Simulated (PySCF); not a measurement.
C4H3S, doublet, at a GFN2-xTB geometry; CAMB3LYP/6-31G** run with PySCF.

PySCF was given this input:
```python
from pyscf import gto, scf, dft

mol = gto.Mole()
mol.atom = '''
    S    -0.004261    0.013358    1.148053
    C     0.019290    1.290200   -0.067535
    C    -0.017288   -1.194830   -0.085886
    C     0.015705    0.730941   -1.268439
    C    -0.004656   -0.668486   -1.339947
    H     0.033109    2.310608    0.249309
    H    -0.033643   -2.228570    0.199628
    H    -0.009603   -1.242711   -2.246940
'''
mol.basis = '6-31g**'
mol.charge = 0
mol.spin = 1
mol.verbose = 4
mol.build()

mf = dft.UKS(mol)
mf.xc = 'camb3lyp'
mf.conv_tol = 1e-12
mf.kernel()
```

It wrote (shortened):

```
PySCF version 2.14.0

[INPUT] verbose = 4
[INPUT] num. atoms = 8
[INPUT] num. electrons = 43
[INPUT] charge = 0
[INPUT] spin (= nelec alpha-beta = 2S) = 1
[INPUT] symmetry False subgroup None
[INPUT] Mole.unit = angstrom
[INPUT] Symbol           X                Y                Z      unit          X                Y                Z       unit  Magmom
[INPUT]  1 S     -0.004261000000   0.013358000000   1.148053000000 AA   -0.008052123017   0.025242961572   2.169505746485 Bohr   0.0
[INPUT]  2 C      0.019290000000   1.290200000000  -0.067535000000 AA    0.036452816943   2.438124645914  -0.127622653823 Bohr   0.0
[INPUT]  3 C     -0.017288000000  -1.194830000000  -0.085886000000 AA   -0.032669585241  -2.257901465414  -0.162301017934 Bohr   0.0
[INPUT]  4 C      0.015705000000   0.730941000000  -1.268439000000 AA    0.029678148786   1.381278303216  -2.397002315717 Bohr   0.0
[INPUT]  5 C     -0.004656000000  -0.668486000000  -1.339947000000 AA   -0.008798564836  -1.263255458106  -2.532132851433 Bohr   0.0
[INPUT]  6 H      0.033109000000   2.310608000000   0.249309000000 AA    0.062566942258   4.366416301229   0.471125730389 Bohr   0.0
[INPUT]  7 H     -0.033643000000  -2.228570000000   0.199628000000 AA   -0.063576056009  -4.211386949422   0.377242246795 Bohr   0.0
[INPUT]  8 H     -0.009603000000  -1.242711000000  -2.246940000000 AA   -0.018147039974  -2.348383441984  -4.246101218330 Bohr   0.0

nuclear repulsion = 193.341966095775
number of shells = 41
number of NR pGTOs = 180
number of NR cGTOs = 89
basis = 6-31g**
ecp = {}

******** <class 'pyscf.dft.uks.UKS'> ********
method = UKS
initial guess = minao
damping factor = 0
level_shift factor = 0
DIIS = <class 'pyscf.scf.diis.CDIIS'>
diis_start_cycle = 1
diis_space = 8
diis_damp = 0
SCF conv_tol = 1e-12
SCF conv_tol_grad = None
SCF max_cycles = 50
direct_scf = True
direct_scf_tol = 1e-13
number electrons alpha = 22  beta = 21
XC library pyscf.dft.libxc version 7.1.2
    S. Lehtola, C. Steigemann, M. J. T. Oliveira, and M. A. L. Marques,  SoftwareX 7, 1–5 (2018)
XC functionals = camb3lyp
    T. Yanai, D. P. Tew, and N. C. Handy,  Chem. Phys. Lett. 393, 51 (2004)
radial grids:
    Treutler-Ahlrichs [JCP 102, 346 (1995); DOI:10.1063/1.469408] (M4) radial grids

becke partition: Becke, JCP 88, 2547 (1988); DOI:10.1063/1.454033
pruning grids: <function nwchem_prune>
grids dens level: 3
symmetrized grids: False
atomic radii adjust function: <function treutler_atomic_radii_adjust>
small_rho_cutoff = 0
Set gradient conv threshold to 1e-06
tot grids = 104776
init E= -553.243336580004

cycle= 1 E= -552.184737778155  delta_E= 1.06  |g|= 0.158  |ddm|= 2.21
cycle= 2 E= -552.199659512575  delta_E= -0.0149  |g|= 0.108  |ddm|= 0.335
cycle= 3 E= -552.205392823414  delta_E= -0.00573  |g|= 0.0488  |ddm|= 0.167
cycle= 4 E= -552.20706199097  delta_E= -0.00167  |g|= 0.0128  |ddm|= 0.0683
cycle= 5 E= -552.207239984956  delta_E= -0.000178  |g|= 0.00558  |ddm|= 0.0274
cycle= 6 E= -552.207285853346  delta_E= -4.59e-05  |g|= 0.00272  |ddm|= 0.0106
cycle= 7 E= -552.207309088487  delta_E= -2.32e-05  |g|= 0.0015  |ddm|= 0.00905
cycle= 8 E= -552.207318470345  delta_E= -9.38e-06  |g|= 0.000978  |ddm|= 0.00563
cycle= 9 E= -552.207323840876  delta_E= -5.37e-06  |g|= 0.000558  |ddm|= 0.00543
cycle= 10 E= -552.20732496802  delta_E= -1.13e-06  |g|= 0.000397  |ddm|= 0.00222
cycle= 11 E= -552.207325487223  delta_E= -5.19e-07  |g|= 0.000162  |ddm|= 0.0018
cycle= 12 E= -552.207325593801  delta_E= -1.07e-07  |g|= 0.000109  |ddm|= 0.000786
cycle= 13 E= -552.207325619771  delta_E= -2.6e-08  |g|= 6.08e-05  |ddm|= 0.000384
cycle= 14 E= -552.207325625006  delta_E= -5.23e-09  |g|= 3.49e-05  |ddm|= 0.000154
cycle= 15 E= -552.207325626868  delta_E= -1.86e-09  |g|= 1.07e-05  |ddm|= 9.4e-05
cycle= 16 E= -552.207325627065  delta_E= -1.97e-10  |g|= 7.06e-06  |ddm|= 3.01e-05
cycle= 17 E= -552.207325627116  delta_E= -5.05e-11  |g|= 2.8e-06  |ddm|= 1.57e-05
cycle= 18 E= -552.207325627128  delta_E= -1.27e-11  |g|= 1.45e-06  |ddm|= 8.36e-06
cycle= 19 E= -552.207325627137  delta_E= -8.87e-12  |g|= 1.04e-06  |ddm|= 3.69e-06
cycle= 20 E= -552.207325627139  delta_E= -1.59e-12  |g|= 6.16e-07  |ddm|= 1.67e-06
cycle= 21 E= -552.207325627141  delta_E= -2.27e-12  |g|= 4.53e-07  |ddm|= 2.12e-06
cycle= 22 E= -552.207325627141  delta_E= -2.27e-13  |g|= 3.24e-07  |ddm|= 1.56e-06
Extra cycle  E= -552.207325627142  delta_E= -6.82e-13  |g|= 3.17e-07  |ddm|= 8.65e-07
converged SCF energy = -552.207325627142  <S^2> = 0.75990281  2S+1 = 2.0098784
```
